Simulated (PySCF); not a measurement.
## NMR parameters of GaH2(OH)

GaH2(OH), GaH3O, point group Cs.

Geometry (Å), atoms numbered from 1 in this order:
```xyz
5

Ga    0.3390    0.4193   -0.1133
H     1.8909    0.4704   -0.2428
H    -0.6985    1.5845   -0.2698
O    -0.2872   -1.2081    0.2730
H    -1.2443   -1.2662    0.3529
```

GIAO calculations in PySCF 2.14 on the PBE0-D3(BJ)/def2-SVP structure: isolated species, non-relativistic, equivalent atoms averaged; basis pcSseg-1 (pcSseg-2 on Ga).

Problem. Give the isotropic shieldings (ppm) with B3LYP, PBE, PBE0.

Solution. 
| atoms | environment | B3LYP | PBE | PBE0 |
| --- | --- | --- | --- | --- |
| Ga1 | Ga bonded to O, 2 H | 1288 | 1240 | 1320 |
| O4 | oxygen bonded to Ga, H | 191.4 | 173.3 | 206.0 |
| H2/H3 | hydrogen on a Ga bonded to O | 25.73 | 25.27 | 25.66 |
| H5 | hydrogen on an oxygen bonded to Ga | 27.38 | 26.68 | 27.53 |
| HOMO–LUMO gap (eV) | – | 6.81 | 5.17 | 7.32 |

Problem. And the chemical shifts, against references computed in the same way?

Solution. 
| atoms | nucleus, reference | B3LYP | PBE | PBE0 |
| --- | --- | --- | --- | --- |
| Ga1 | 71Ga, [Ga(H2O)6]3+ | 511 | 508 | 498 |
| O4 | 17O, H2O | 142.6 | 161.4 | 128.5 |
| H2/H3 | 1H, TMS | 5.65 | 5.93 | 5.61 |
| H5 | 1H, TMS | 4.00 | 4.51 | 3.74 |

Problem. Which part of the shielding of Ga1 depends on the functional?

Solution. Diamagnetic: B3LYP 2641, PBE 2641, PBE0 2641 ppm; paramagnetic: B3LYP -1352, PBE -1401, PBE0 -1321 ppm. The diamagnetic part, set mainly by inner electrons, hardly moves; the paramagnetic part goes with low-lying magnetically allowed excitations and carries the spread.

Problem. What couplings does PBE/pcJ-1 (pcSseg-1 on Ga) give?

Solution. 1J(O4,H5) = -62.5, 2J(H2,H3) = 71.4, 2J(H2,O4) = -8.5 Hz (averaged over equivalent pairs; isotopes 17O, 1H).

Relativistic effects, spin–orbit coupling among them, are left out; they matter for Ga and for the light atoms bonded to it. Experimental scales use liquid or dissolved standards, which lie at an offset from isolated H2O (liquid H2O: subtract about 36 ppm).
